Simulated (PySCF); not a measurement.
SSn, SMILES [Sn]=[S] (connectivity only; charge and spin as stated), neutral, multiplicity 1. Atoms are numbered in the order given.

```xyz
2

Sn     0.0000     0.0000    -0.5410
S      0.0000     0.0000     1.6907
```
Charge 0, spin multiplicity 1.

Geometry: PBE-D3(BJ)/def2-TZVP. The def2 effective core potentials stand for the cores of Sn; spin–orbit coupling is left out.

Level of theory: PySCF with ωB97X/def2-TZVPD.

Mulliken values depend strongly on the basis, most of all with diffuse functions as here. ESP charges are fitted to the potential on shells at 1.4 to 2.0 van der Waals radii. Atomic charges (e):

```tsv
atom	ESP fit	Mulliken
Sn1	0.38	0.57
S2	-0.38	-0.57
```
